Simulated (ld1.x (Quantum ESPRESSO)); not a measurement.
**How hard is this Sb PAW potential?**

Sb, PAW, made with ld1.x (Quantum ESPRESSO) 7.5 (PBEsol, scalar-relativistic). Core [Ar] 3d10, reference 4s2 4p6 4d10 5s2 5p3. Waves: 4s (bound): rcut 1.20, rcutus 1.35 bohr; 5s (bound): rcut 1.20, rcutus 1.35 bohr; 4p (bound): rcut 1.45, rcutus 1.75 bohr; 5p (bound): rcut 1.45, rcutus 1.75 bohr; 4d (bound): rcut 1.25, rcutus 1.50 bohr; 4d channel at -1.3 Ry: rcut 1.25, rcutus 1.50 bohr. Local part: all-electron potential smoothed inside 1.10 bohr (lloc = -1). Core correction: Bessel-smoothed model core, default radius (core density twice the valence density). Augmentation charge: BG, radius 1.15 bohr.

The pseudo-atom Hamiltonian at the reference potential is diagonalised in spherical Bessel functions j_l(qr) that vanish at 20 bohr, with q² up to the cutoff. All-electron valence levels (Ry): 4s -10.9233, 5s -0.9464, 4p -7.4696, 5p -0.3560, 4d -2.4585.

Task: How do the lowest levels (Ry) of each channel move with the cutoff, and are there ghosts?

Result:

```
cutoff (Ry)      s #1     s #2     p #1     p #2     d #1    d #2    f #1    f #2  Σ f·Δε (mRy)
          8   -9.5749  -0.5990  -2.5092  -0.1749  -0.1969  0.0641  0.1100  0.2326       56314.4
         15  -10.6278  -0.7880  -7.1486  -0.3522  -1.0731  0.0578  0.1100  0.2326       16700.0
         25  -10.8972  -0.8865  -7.4671  -0.3558  -2.0950  0.0551  0.1100  0.2326        3824.2
         40  -10.9224  -0.9356  -7.4691  -0.3560  -2.4446  0.0540  0.1100  0.2326         165.8
         55  -10.9229  -0.9456  -7.4695  -0.3560  -2.4576  0.0539  0.1100  0.2326          12.7
         80  -10.9232  -0.9462  -7.4696  -0.3560  -2.4583  0.0539  0.1100  0.2326           3.2
        110  -10.9233  -0.9464  -7.4696  -0.3561  -2.4585  0.0539  0.1100  0.2326           1.1
        160  -10.9233  -0.9464  -7.4696  -0.3561  -2.4585  0.0539  0.1100  0.2326           0.2
        400  -10.9233  -0.9464  -7.4696  -0.3561  -2.4586  0.0539  0.1100  0.2326           0.0
```

Result: no extra level below or beside the all-electron valence levels (s, p, d, f tested); 10 mRy is reached at 70 Ry and 1 mRy at 120 Ry.

Test run stopped at test 3 of 7 (negative rho), 1 before it not solved.
